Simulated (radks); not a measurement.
All-electron atom: Mo I in [Kr] 4d5 5s1. All-electron calculation, scalar-relativistic Kohn-Sham, PBE, spin-unpolarised, spherical densities, finite nucleus; Fermi nuclear charge, rms radius 4.4091 fm. Program: a radial shooting solver on a logarithmic mesh with Libxc functionals. Some entries of the table are withheld. Estimate them.

| orbital | occ. | eigenvalue (eV) | <r> (bohr) | r(max) (bohr) |
|---|---|---|---|---|
| 1s | 2 | -19822.03 | 0.03517 | 0.02287 |
| 2s | 2 | (1) | 0.1537 | 0.1296 |
| 2p | 6 | -2502.774 | 0.1340 | 0.1036 |
| 3s | 2 | (2) | 0.4289 | 0.3836 |
| 3p | 6 | -379.2455 | 0.4306 | 0.3772 |
| 3d | 10 | (3) | 0.4153 | 0.3226 |
| 4s | 2 | (4) | 1.108 | 0.9892 |
| 4p | 6 | -38.4858 | 1.238 | 1.072 |
| 5s | 1 | -4.0865 | 3.595 | 2.947 |
| 4d | 5 | -3.7531 | 2.000 | 1.383 |

Answer. 
(1) 2s eigenvalue (eV): -2799.561
(2) 3s eigenvalue (eV): -476.5209
(3) 3d eigenvalue (eV): -220.9799
(4) 4s eigenvalue (eV): -64.3451
